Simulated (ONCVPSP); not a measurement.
# fluorine, ONCV: configuration errors across variants

| Item | Value |
| --- | --- |
| Element | F |
| Generator | ONCVPSP 4.0.1 |
| Type | optimised norm-conserving Vanderbilt (ONCV) |
| Functional | PBE |
| Relativity | scalar-relativistic |
| Frozen core | [He] |
| Valence charge | 7 |
| Reference configuration | 2s1 2p6 |
| Partial waves | 2s: rc 0.60 bohr, ncon 4, nbas 8, qcut 8.6 1/bohr, local; 2p: rc 1.20 bohr, ncon 3, nbas 6, qcut 10.7 1/bohr, 1 projector; d scattering state at 0.06 Ha: rc 1.25 bohr, ncon 3, nbas 7, qcut 8.7 1/bohr, 2 projectors, debl 2.5 Ha |
| Local potential | the s channel |
| Core correction | polynomial model core, fcfact 0.25 |

All-electron excitation energies from the reference (eV): (1) 2s2 2p5 -18.813; (2) 2s2 2p4 0.577; (3) 2s2 2p3 38.961; (4) 2s2 2p4.5 -11.270.

Errors AE − PS in meV (a dash: test not solved or not reliable):

```
     change  (1)  (2)   (3)  (4)  bound ghosts  GHOST(+) flags above zero
       base  +15  +74  +265  +36          none                       none
  p: nbas 8  +15  +76  +272  +36          none                       none
s: qcut 9.2  +15  +73  +263  +35          none                       none
```

Q: Give the same row for: p: qcut 11.6.

A: +15, +63, +220, +32; bound ghosts: none; GHOST(+) flags above zero: none.
